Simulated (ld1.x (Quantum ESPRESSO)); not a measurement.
# How hard is this iodine TM potential?

```json
{"Element": "iodine (I)", "Generator": "ld1.x (Quantum ESPRESSO) 7.5", "Type": "norm-conserving Troullier–Martins (Kleinman–Bylander form)", "Functional": "LDA (PZ)", "Relativity": "fully relativistic", "Frozen core": "[Kr] 4d10", "Valence charge": "7", "Reference configuration": "5s1.5 5p5.5", "Partial waves": "5s (bound): rc 1.65 bohr; 5p (bound): rc 1.50 bohr; 5d channel at 0.35 Ry: rc 1.80 bohr", "Local potential": "all-electron potential smoothed inside 1.30 bohr (lloc = -1)", "Core correction": "a·sin(br)/r model core, default radius (core density twice the valence density)"}
```

Open shells are filled in proportion to 2j + 1 (rel_dist='average').

The pseudo-atom Hamiltonian at the reference potential is diagonalised in spherical Bessel functions j_l(qr) that vanish at 20 bohr, with q² up to the cutoff. All-electron valence levels (Ry): 5s -1.3230, 5p1/2 -0.6056, 5p3/2 -0.5281.

Q: How do the lowest levels (Ry) of each channel move with the cutoff, and are there ghosts?

A:

```tsv
cutoff (Ry)	s #1	s #2	p1/2 #1	p1/2 #2	p1/2 #3	p3/2 #1	p3/2 #2	d3/2 #1	d5/2 #1	d5/2 #2	f #1	Σ f·Δε (mRy)
8	-1.3431	-0.4291	-0.5499	0.0299	0.1181	-0.4618	0.0333	0.0636	0.0640	0.1347	0.1162	375.1
12	-2.7775	-1.3040	-0.5729	0.0292	0.1169	-0.4981	0.0320	0.0632	0.0636	0.1328	0.1162	198.2
21	-7.8030	-1.3100	-0.6055	0.0282	0.1152	-0.5429	0.0305	0.0629	0.0633	0.1316	0.1162	74.0
30	-9.9780	-1.3189	-0.6114	0.0281	0.1150	-0.5581	0.0299	0.0629	0.0632	0.1315	0.1162	127.2
45	-11.2171	-1.3224	-0.6293	-0.5335	0.0281	-0.8603	-0.4978	0.0625	0.0629	0.1303	0.1162	155.6
55	-11.3798	-1.3226	-0.8855	-0.6041	0.0281	-1.1990	-0.5241	0.0622	0.0626	0.1292	0.1162	17.5
70	-11.4268	-1.3230	-1.0006	-0.6047	0.0281	-1.3386	-0.5266	0.0620	0.0624	0.1283	0.1162	7.1
100	-11.4402	-1.3230	-1.0168	-0.6050	0.0280	-1.3699	-0.5269	0.0618	0.0621	0.1273	0.1162	5.1
120	-11.4411	-1.3230	-1.0208	-0.6052	0.0280	-1.3767	-0.5276	0.0618	0.0621	0.1272	0.1162	2.3
180	-11.4412	-1.3230	-1.0224	-0.6054	0.0280	-1.3789	-0.5279	0.0618	0.0621	0.1272	0.1162	0.6
230	-11.4412	-1.3230	-1.0227	-0.6055	0.0280	-1.3793	-0.5280	0.0618	0.0621	0.1272	0.1162	0.2
400	-11.4412	-1.3230	-1.0229	-0.6055	0.0280	-1.3795	-0.5280	0.0618	0.0621	0.1272	0.1162	0.0
```

Result: ghost states, extra bound levels that the all-electron valence spectrum of the same l lacks: s at -155.7 eV, p3/2 at -18.8 eV, p1/2 at -13.9 eV (a true bound ghost makes a file unfit for plane-wave use); 10 mRy is reached at 60 Ry and 1 mRy at 180 Ry.

2 of 7 tests not solved or not reliable.
